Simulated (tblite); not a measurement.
Compound: C5H14AlNSe.
Atom-mapped SMILES: `[CH3:1][Se:2][CH2:3][Al@H-:4]([NH3+:5])[CH:6]1[CH2:7][CH2:8]1` (hydrogens: H9, H10, H11 on C1; H12, H13 on C3; H14 on Al4; H15, H16, H17 on N5; H18 on C6; H19, H20 on C7; H21, H22 on C8)

Computed with GFN2-xTB (tblite), gas phase: L-BFGS steps from a force-field or distance-geometry start until the largest atomic force falls under 0.01 eV/Å.

Step 0: E = -678.2872 eV
```
atom  x, y, z in Å  |  force x, y, z in eV/Å
C1      3.7345    0.2760    0.3104    0.667   0.014   0.087
Se2     1.9180    0.6883    0.9138    0.535  -0.154  -0.269
C3      1.1674    0.2519   -0.8118   -0.869   0.257  -0.462
Al4    -0.8172    0.5004   -0.7519   -0.495  -2.642  -0.127
N5     -1.2238    2.3409   -0.4920   -0.490   1.502   0.056
C6     -1.5713   -0.5590    0.7914    0.089   0.681   0.046
C7     -2.5420   -1.6604    0.4206    0.571  -0.233   0.803
C8     -1.1274   -2.0097    0.8677   -0.891   0.261  -0.189
H9      3.9989    0.9401   -0.5349   -0.165  -0.350   0.427
H10     3.7800   -0.7819   -0.0085   -0.080   0.534   0.169
H11     4.4368    0.4429    1.1422   -0.213  -0.085  -0.336
H12     1.3827   -0.8006   -1.0780    0.220   0.511   0.154
H13     1.5703    0.9350   -1.5778    0.542  -0.265   0.138
H14    -1.4542   -0.0157   -2.1165    0.109   0.514   0.124
H15    -2.2539    2.5049   -0.5987    0.990  -0.045   0.165
H16    -0.7221    2.9150   -1.2020   -0.414  -0.253   0.537
H17    -0.9231    2.6517    0.4568   -0.253  -0.120  -0.647
H18    -1.7632   -0.1148    1.7907   -0.028  -0.358  -0.295
H19    -2.7256   -1.8155   -0.6545   -0.343   0.099   0.861
H20    -3.3122   -1.8714    1.1983    0.306   0.028  -1.240
H21    -1.0769   -2.4244    1.8955    0.464   0.000  -1.104
H22    -0.4864   -2.3745    0.0387   -0.253   0.102   1.104
```

**Question.** Estimate the geometry and energy of step 1. (The exact step hangs on the optimiser's Hessian estimate; all steps are aligned on step 0, rigid shifts and turns removed.)

**Answer.** E = -678.5481 eV, largest force 1.844 eV/Å
```
atom  x, y, z in Å  |  force x, y, z in eV/Å
C1      3.7440    0.2762    0.3116    0.277  -0.017   0.004
Se2     1.9257    0.6861    0.9099    0.398  -0.114  -0.230
C3      1.1549    0.2556   -0.8184   -0.593   0.229  -0.305
Al4    -0.8242    0.4626   -0.7537   -0.493  -1.773  -0.122
N5     -1.2308    2.3624   -0.4912   -0.018   0.360   0.041
C6     -1.5700   -0.5493    0.7920   -0.044   0.337   0.077
C7     -2.5339   -1.6637    0.4320    0.259  -0.014   0.144
C8     -1.1401   -2.0060    0.8650   -0.344   0.184  -0.048
H9      3.9966    0.9351   -0.5288   -0.057  -0.183   0.224
H10     3.7789   -0.7742   -0.0061   -0.023   0.306   0.106
H11     4.4338    0.4416    1.1374    0.025  -0.029  -0.068
H12     1.3859   -0.7933   -1.0758    0.211   0.401   0.109
H13     1.5781    0.9312   -1.5759    0.474  -0.200   0.073
H14    -1.4526   -0.0083   -2.1147    0.032   0.399   0.010
H15    -2.2397    2.5043   -0.5964    0.246   0.121   0.086
H16    -0.7280    2.9114   -1.1943   -0.165   0.067   0.169
H17    -0.9267    2.6500    0.4476   -0.133   0.042  -0.243
H18    -1.7636   -0.1199    1.7864   -0.039  -0.203  -0.083
H19    -2.7305   -1.8141   -0.6422   -0.287   0.096   0.800
H20    -3.3078   -1.8710    1.1806    0.029  -0.032  -0.799
H21    -1.0703   -2.4244    1.8797    0.414  -0.036  -0.787
H22    -0.4900   -2.3731    0.0544   -0.169   0.060   0.842
```

The energy changes by -0.2609 eV. The first-order estimate −F·Δx gives -0.3331 eV and the mean of the old and new forces, exact on a quadratic surface, -0.2611 eV. The step makes an angle of 0° with the force vector and moves no atom by more than 0.038 Å.

What follows is the cost of the whole relaxation. Hardware: one thread of an Intel Xeon at 2.50 GHz (shared host). Cost: 9.4 s wall, 7.9 s CPU.
